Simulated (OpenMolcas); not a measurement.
A calculation on C+.

```
Program             : OpenMolcas 26.06
Method              : XMS-CASPT2, IPEA 0.25 Eh, imaginary shift 0.1 Eh (closed shells correlated: 1s)
Basis               : ANO-RCC-VTZP [4s3p2d1f]
Scalar Hamiltonian  : DKH2, point nucleus
Active space        : 3 electrons in 8 orbitals (2s 2p 3s 3p)
State averaging     : 2S+1 = 4 odd, 1 root; 2S+1 = 2 odd, 11 roots; 2S+1 = 4 even, 3 roots; 2S+1 = 2 even, 9 roots
Spin-orbit coupling : RASSI with atomic mean-field integrals over the reference wave functions, term energies averaged over their components
```

(1) Which level of the active space comes out lowest?

(2) How high does 2s 2p² ²D_5/2 lie?

(3) How high does 2p³ ²D°_5/2 lie?

(4) How high does 2s 2p² ²S_1/2 lie?

Measured values: NIST Handbook of Basic Atomic Spectroscopic Data.

Answers

(1) 2s² 2p ²P°_1/2, with 100 % of that term; it is also the measured ground level.

(2) 74260 cm⁻¹ above the lowest level; measured 74930 cm⁻¹ above the ground level, so the calculation is off by -1 %.

(3) 147880 cm⁻¹ above the lowest level; measured 150462 cm⁻¹ above the ground level, so the calculation is off by -2 %.

(4) 98190 cm⁻¹ above the lowest level; measured 96494 cm⁻¹ above the ground level, so the calculation is off by +2 %.

CASPT2 does not keep the components of a term degenerate, so their means are used; among the terms shown or strongly mixed into the levels shown the widest spread is 1000 cm-1 (2p³ ²D°). Over all roots computed the reference weight is 0.89 to 0.99; the roots of lowest weight are the least certain, and an intruder state may touch them. The run also gave levels led by 2s² 3p, which use shells meant for correlation; these and all levels above them are left out. Computed and measured levels are paired by configuration, term and J; levels that our copy of the source lacks, or whose pairing is in doubt (as where it misses far off the trend of its configuration), stay unpaired and out of the deviations. Only configurations of the active space appear.

° marks odd parity.
